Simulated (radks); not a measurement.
The mean radii <r> (bohr) of the occupied orbitals of an atom or ion are listed with their occupations. Calculated with a radial shooting solver on a logarithmic mesh with Libxc functionals: scalar-relativistic Kohn-Sham, exchange-only LDA, spin-polarised, spherical densities, point nucleus.

| orbital | occ. | <r> |
|---|---|---|
| 1s up | 1 | 0.05856 |
| 1s down | 1 | 0.05855 |
| 2s up | 1 | 0.2661 |
| 2s down | 1 | 0.2657 |
| 2p up | 3 | 0.2342 |
| 2p down | 3 | 0.2339 |
| 3s up | 1 | 0.7127 |
| 3s down | 1 | 0.7160 |
| 3p up | 3 | 0.7126 |

Name the element and its charge. Open shells, if any, are filled with parallel spins first.

Answer. Z = 26, iron, charge +11: Fe11+ in [Ne] 3s2 3p3. The 1s radius gives Z: for a bare nucleus <r> = (2 gamma + 1)/(2Z) with gamma = sqrt(1 - (Z/c)^2), 0.05699 bohr for Z = 26, and screening makes it slightly larger (0.05856 here). The occupations add up to 15, and the charge is Z minus that.
